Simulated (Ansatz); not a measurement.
Two members of one family (Sn oxide hydroxide), computed with Ansatz in the gas phase; def2 core potentials for Sn, no spin–orbit coupling. The two geometries come from different levels. Binding counts from free atoms in the multiplicity of their measured ground term, without zero-point energy. The structures are stationary points that may keep the symmetry of their start.

First: SnO3H2 (with an O–O bond) (singlet, charge 0, PBE-D4/def2-SVP geometry).

```xyz
6

Sn   -0.569    0.597    1.111
O     1.169    0.499   -0.611
O     0.979   -0.644    0.328
O    -2.019   -0.291    0.017
H    -1.604   -0.995   -0.524
H     2.045    0.835   -0.322
```

```tsv
level	HOMO (eV)	LUMO (eV)	gap (eV)	binding per atom (eV)
LDA (SPW92)/def2-TZVP	-6.14	-3.02	3.12	3.95
r2SCAN-D4/def2-TZVP	-6.26	-2.67	3.60	3.19
r2SCANh-D4/def2-TZVP	-6.85	-2.41	4.44	3.10
CAM-B3LYP-D4/def2-TZVP	-8.90	-1.23	7.66	3.16
ωB97X-V/def2-TZVP	-9.83	-0.21	9.61	3.17
```

Second: SnO4H4 (with an O–O bond) (singlet, charge 0, B3LYP-D4/def2-SVP geometry).

```xyz
9

Sn    0.927    0.432    0.200
O    -1.857   -0.771    0.544
O     0.451   -0.758    1.579
O     1.821   -0.191   -1.456
O    -1.361    0.230   -0.381
H     1.851   -1.159   -1.504
H    -1.951    0.983   -0.211
H     1.107    2.129    0.109
H    -0.988   -0.896    1.119
```

Question: What does the change do? Estimate second minus first.

Answer: 
```json
{"level": "LDA (SPW92)/def2-TZVP", "Δ HOMO (eV)": "-0.18", "Δ LUMO (eV)": "0.07", "Δ gap (eV)": "0.25", "Δ binding per atom (eV)": "-0.19"}
{"level": "r2SCAN-D4/def2-TZVP", "Δ HOMO (eV)": "-0.15", "Δ LUMO (eV)": "0.21", "Δ gap (eV)": "0.37", "Δ binding per atom (eV)": "-0.14"}
{"level": "r2SCANh-D4/def2-TZVP", "Δ HOMO (eV)": "-0.16", "Δ LUMO (eV)": "0.28", "Δ gap (eV)": "0.44", "Δ binding per atom (eV)": "-0.13"}
{"level": "CAM-B3LYP-D4/def2-TZVP", "Δ HOMO (eV)": "-0.24", "Δ LUMO (eV)": "0.36", "Δ gap (eV)": "0.59", "Δ binding per atom (eV)": "-0.14"}
{"level": "ωB97X-V/def2-TZVP", "Δ HOMO (eV)": "-0.28", "Δ LUMO (eV)": "0.45", "Δ gap (eV)": "0.73", "Δ binding per atom (eV)": "-0.14"}
```
